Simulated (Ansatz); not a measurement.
Total energies of SbH2(OMe) (CH₅OSb) from Ansatz at PBE0-D4/def2-TZVP, gas phase (1 Eh = 27.2114 eV = 2625.5 kJ/mol). The reference geometry is relaxed at PBE0-D4/def2-TZVP.

```xyz
8

Sb    0.9854    1.0983   -0.8600
H     0.1672    2.5842   -1.0687
H     1.5573    1.5966    0.6872
O    -0.6552    0.2219   -0.2017
C    -0.5256   -1.0979    0.2615
H    -0.0322   -1.7598   -0.4652
H    -1.5308   -1.4899    0.4410
H     0.0340   -1.1534    1.2060
```

```
                 state   geometry  energy (Eh)
      charge 0 singlet  reference   -356.48912
      charge 1 doublet  reference   -356.15271
free Sb atom (quartet)          –   -240.22283
 free H atom (doublet)          –     -0.50104
 free O atom (triplet)          –    -75.01860
 free C atom (triplet)          –    -37.80537
```

In the def2 sets Sb takes a core potential; there is no spin–orbit coupling.

Question: Work out the vertical ionisation energy to the doublet.

Answer: E(charge 1 doublet) − E(charge 0 singlet) = -356.15271 − (-356.48912) = 0.33641 Eh = 9.15 eV. For comparison, −ε of the highest occupied level is 7.08 eV at this level, 2.07 eV less.

Question: What is the binding energy per atom against free atoms?

Answer: Atoms: 1 × (-240.22283) + 5 × (-0.50104) + 1 × (-75.01860) + 1 × (-37.80537) = -355.55200 Eh. Binding: -355.55200 − (-356.48912) = 0.93712 Eh = 25.50 eV, or 3.19 eV for each of 8 atoms (no zero-point energy, no counterpoise term).
